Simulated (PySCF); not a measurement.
Dipole response of Mg²⁺ (magnesium, charge +2)

[Ne], closed-shell 1S. Computed with PySCF 2.14 in aug-cc-pCVQZ-DK (10s9p7d5f3g, 134 functions), with scalar relativity by spin-free X2C-1e. Coupled (time-dependent) response in atomic units; α is the mean over directions.

| method | mean α (bohr³) | C₆ (like pair) | S(−4) |
| --- | --- | --- | --- |
| UHF | 0.4585 | 0.5411 | 0.05036 |
| PBE | 0.5031 | 0.6049 | 0.06639 |
| PBE0 | 0.4887 | 0.5844 | 0.06083 |
| TPSSh | 0.4921 | 0.5903 | 0.06214 |

S(−4) is the Cauchy moment in α(ω) = α(0) + S(−4) ω² + …

α(iu) at UHF:

```csv
u (hartree),α(iu) (bohr³)
0,0.4585
0.0500,0.4584
0.100,0.4580
0.200,0.4565
0.300,0.4541
0.500,0.4464
0.750,0.4324
1.00,0.4147
1.50,0.3731
2.00,0.3298
3.00,0.2535
5.00,0.1542
```

A single London oscillator, α(iu) = α/(1 + u²/ω²), gives C₆ = (3/4) ω α². Matching the computed C₆ needs ω = 4 × 0.5411 / (3 × 0.4585²) = 3.43 hartree.

For an ion, C₆ is the dispersion term alone; charge-induced terms of lower order in 1/R come first.
